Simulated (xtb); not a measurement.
Job for xtb: GFN2-xTB on HIPbS (SMILES [SH][Pb][I]), a point of a torsion scan.

```
$ xtb mol.xyz --gfn 2 --opt vtight --chrg 0 --uhf 0 --input xcontrol
4

S     -1.54028029     0.37396760    -0.15356174
Pb     0.65714394     1.07761976    -0.55899284
I      2.40813647     1.57146113     1.44104707
H     -1.84637595    -0.79700424     0.52146581
$constrain
  force constant=1.0
  dihedral: 4,1,2,3,300.0
$end
```

The log:

```
[...]
           -------------------------------------------------
          |                Calculation Setup                |
           -------------------------------------------------



           -------------------------------------------------
          |                 G F N 2 - x T B                 |
           -------------------------------------------------

        Reference                      10.1021/acs.jctc.8b01176
      * Hamiltonian:
        H0-scaling (s, p, d)           1.850000    2.230000    2.230000
        zeta-weighting                 0.500000
      * Dispersion:
        s8                             2.700000
        a1                             0.520000
        a2                             5.000000
        s9                             5.000000
      * Repulsion:
        kExp                           1.500000    1.000000
        rExp                           1.000000
      * Coulomb:
        alpha                          2.000000
        third order                    shell-resolved
        anisotropic                    true
        a3                             3.000000
        a5                             4.000000
        cn-shift                       1.200000
        cn-exp                         4.000000
        max-rad                        5.000000


          ...................................................
          :                      SETUP                      :
          :.................................................:
          :  # basis functions                  25          :
          :  # atomic orbitals                  23          :
          :  # shells                            9          :
          :  # electrons                        18          :
          :  max. iterations                   250          :
          :  Hamiltonian                  GFN2-xTB          :
          :  restarted?                      false          :
          :  GBSA solvation                  false          :
          :  PC potential                    false          :
          :  electronic temp.          300.0000000     K    :
          :  accuracy                    1.0000000          :
          :  -> integral cutoff          0.2500000E+02      :
          :  -> integral neglect         0.1000000E-07      :
          :  -> SCF convergence          0.1000000E-05 Eh   :
          :  -> wf. convergence          0.1000000E-03 e    :
          :  Broyden damping             0.4000000          :
          :  net charge                          0          :
          :  unpaired electrons                  0          :
          ...................................................

 iter      E             dE          RMSdq      gap      omega  full diag
   1     -9.9636945 -0.996369E+01  0.133E+01    2.80       0.0  T
   2     -9.9780449 -0.143504E-01  0.687E+00    2.65       1.0  T
   3     -9.9791549 -0.110997E-02  0.296E+00    2.46       1.0  T
   4     -9.9796121 -0.457268E-03  0.105E+00    2.56       1.0  T
   5     -9.9797511 -0.139014E-03  0.662E-01    2.49       1.0  T
   6     -9.9798566 -0.105510E-03  0.257E-01    2.51       1.0  T
   7     -9.9798689 -0.122831E-04  0.145E-01    2.53       1.0  T
   8     -9.9798711 -0.220863E-05  0.218E-02    2.52       2.3  T
   9     -9.9798712 -0.929395E-07  0.618E-03    2.53       8.1  T
  10     -9.9798712 -0.156583E-08  0.286E-03    2.53      17.5  T
  11     -9.9798712 -0.681338E-09  0.547E-04    2.53      91.4  T
  12     -9.9798712 -0.512372E-10  0.161E-04    2.53     310.4  T

   *** convergence criteria satisfied after 12 iterations ***

         #    Occupation            Energy/Eh            Energy/eV
      -------------------------------------------------------------
         1        2.0000           -0.9099683             -24.7615
       ...           ...                  ...                  ...
         3        2.0000           -0.7108501             -19.3432
         4        2.0000           -0.4987362             -13.5713
         5        2.0000           -0.4431279             -12.0581
         6        2.0000           -0.4255869             -11.5808
         7        2.0000           -0.4191260             -11.4050
         8        2.0000           -0.4000515             -10.8860
         9        2.0000           -0.3902317             -10.6187 (HOMO)
        10                         -0.2974178              -8.0932 (LUMO)
        11                         -0.1954398              -5.3182
        12                         -0.1725901              -4.6964
        13                         -0.0593880              -1.6160
        14                         -0.0167756              -0.4565
       ...                                ...                  ...
        23                          0.4259729              11.5913
      -------------------------------------------------------------
                  HL-Gap            0.0928139 Eh            2.5256 eV
             Fermi-
[...]
   -0.6988699             -19.0172
         4        2.0000           -0.4853826             -13.2079
         5        2.0000           -0.4484635             -12.2033
         6        2.0000           -0.4273356             -11.6284
         7        2.0000           -0.4231751             -11.5152
         8        2.0000           -0.3999990             -10.8845
         9        2.0000           -0.3754537             -10.2166 (HOMO)
        10                         -0.3061062              -8.3296 (LUMO)
        11                         -0.1806969              -4.9170
        12                         -0.1416283              -3.8539
        13                         -0.1139342              -3.1003
        14                         -0.0080091              -0.2179
       ...                                ...                  ...
        23                          0.5009033              13.6303
      -------------------------------------------------------------
                  HL-Gap            0.0693475 Eh            1.8870 eV
             Fermi-level           -0.3407799 Eh           -9.2731 eV

 SCC (total)                   0 d,  0 h,  0 min,  0.002 sec
 SCC setup                      ...        0 min,  0.000 sec (  2.227%)
 Dispersion                     ...        0 min,  0.000 sec (  0.399%)
 classical contributions        ...        0 min,  0.000 sec (  0.179%)
 integral evaluation            ...        0 min,  0.001 sec ( 30.999%)
 iterations                     ...        0 min,  0.000 sec ( 18.780%)
 molecular gradient             ...        0 min,  0.001 sec ( 44.584%)
 printout                       ...        0 min,  0.000 sec (  2.492%)

         :::::::::::::::::::::::::::::::::::::::::::::::::::::
         ::                     SUMMARY                     ::
         :::::::::::::::::::::::::::::::::::::::::::::::::::::
         :: total energy              -9.980320004645 Eh    ::
         :: gradient norm              0.000023000080 Eh/a0 ::
         :: HOMO-LUMO gap              1.887040991777 eV    ::
         ::.................................................::
         :: SCC energy                -9.994843448632 Eh    ::
         :: -> isotropic ES            0.037629251557 Eh    ::
         :: -> anisotropic ES          0.002657669489 Eh    ::
         :: -> anisotropic XC         -0.003812276704 Eh    ::
         :: -> dispersion             -0.003387156354 Eh    ::
         :: repulsion energy           0.014436878316 Eh    ::
         :: add. restraining           0.000086565671 Eh    ::
         :: total charge               0.000000000000 e     ::
         :::::::::::::::::::::::::::::::::::::::::::::::::::::

           -------------------------------------------------
          |                Property Printout                |
           -------------------------------------------------

    * Orbital Energies and Occupations

         #    Occupation            Energy/Eh            Energy/eV
      -------------------------------------------------------------
         1        2.0000           -0.9144028             -24.8822
         2        2.0000           -0.7319571             -19.9176
         3        2.0000           -0.6988699             -19.0172
         4        2.0000           -0.4853826             -13.2079
         5        2.0000           -0.4484635             -12.2033
         6        2.0000           -0.4273356             -11.6284
         7        2.0000           -0.4231751             -11.5152
         8        2.0000           -0.3999990             -10.8845
         9        2.0000           -0.3754537             -10.2166 (HOMO)
        10                         -0.3061062              -8.3296 (LUMO)
        11                         -0.1806969              -4.9170
        12                         -0.1416283              -3.8539
        13                         -0.1139342              -3.1003
        14                         -0.0080091              -0.2179
        15                         -0.0043021              -0.1171
        16                          0.0054219               0.1475
        17                          0.0215849               0.5874
        18                          0.0367590               1.0003
        19                          0.0372172               1.0127
        20                          0.0696257               1.8946
       ...                                ...                  ...
        23                          0.5009033              13.6303
      -------------------------------------------------------------
                  HL-Gap            0.0693475 Eh            1.8870 eV
             Fermi-level           -0.3407799 Eh           -9.2731 eV

     #   Z          covCN         q      C6AA      α(0)
     1  16 S        1.836    -0.510   164.051    21.558
     2  82 Pb       1.836     0.591   425.564    43.023
     3  53 I        0.924    -0.254   391.011    34.135
     4   1 H        0.923     0.173     1.245     1.745

 Mol. C6AA /au·bohr⁶  :       2933.253471
 Mol. C8AA /au·bohr⁸  :     292600.619350
 Mol. α(0) /au        :        100.461719


Wiberg/Mayer (AO) data.
largest (>0.10) Wiberg bond orders for each atom

 ---------------------------------------------------------------------------
     #   Z sym  total        # sym  WBO       # sym  WBO       # sym  WBO
 ---------------------------------------------------------------------------
Note: The following floating-point exceptions are signalling: IEEE_DENORMAL
normal termination of xtb
     1  16 S    1.958 --     2 Pb   0.964     4 H    0.942
     2  82 Pb   2.057 --     3 I    1.068     1 S    0.964
     3  53 I    1.123 --     2 Pb   1.068
     4   1 H    0.970 --     1 S    0.942
 ---------------------------------------------------------------------------

Topologies differ in total number of bonds
Writing topology from bond orders to xtbtopo.mol

molecular dipole:
                 x           y           z       tot (Debye)
 q only:        0.983      -0.086      -1.393
   full:        0.504      -0.213      -2.662       6.908
molecular quadrupole (traceless):
                xx          xy          yy          xz          yz          zz
 q only:       -6.255       1.839       4.225      -7.405      -5.893       2.029
  q+dip:      -10.175      -0.832       9.229     -16.948     -11.273       0.946
   full:      -10.543      -1.529      10.381     -16.222     -11.483       0.162

           -------------------------------------------------
          |                Geometry Summary                 |
           -------------------------------------------------

      molecular mass/u    :      367.1941081
   center of mass at/Å    :        0.9570282       1.1095171       0.0826739
  moments of inertia/u·Å² :        0.1645627E+03   0.6881197E+03   0.8502637E+03
rotational constants/cm⁻¹ :        0.1024390E+00   0.2449811E-01   0.1982636E-01

 * 2 selected distances

     #   Z          #   Z                                           value/Å
     2  82 Pb       3  53 I                                       2.7304837 (max)
     1  16 S        4   1 H                                       1.3222971 (min)

 * 2 distinct bonds (by element types)

   Z      Z             #   av. dist./Å        max./Å        min./Å
   1 H   16 S           1     1.3222971     1.3222971     1.3222971
  53 I   82 Pb          1     2.7304837     2.7304837     2.7304837


optimized geometry written to: xtbopt.xyz


           -------------------------------------------------
          | TOTAL ENERGY               -9.980320004645 Eh   |
          | GRADIENT NORM               0.000023000080 Eh/α |
          | HOMO-LUMO GAP               1.887040991777 eV   |
           -------------------------------------------------

------------------------------------------------------------------------
------------------------------------------------------------------------
 total:
 SCF:
 ANC optimizer:
```

The run finished.

Warnings raised: the energy holds the restraint's term.

Cost: roughly 0.07 core-seconds.
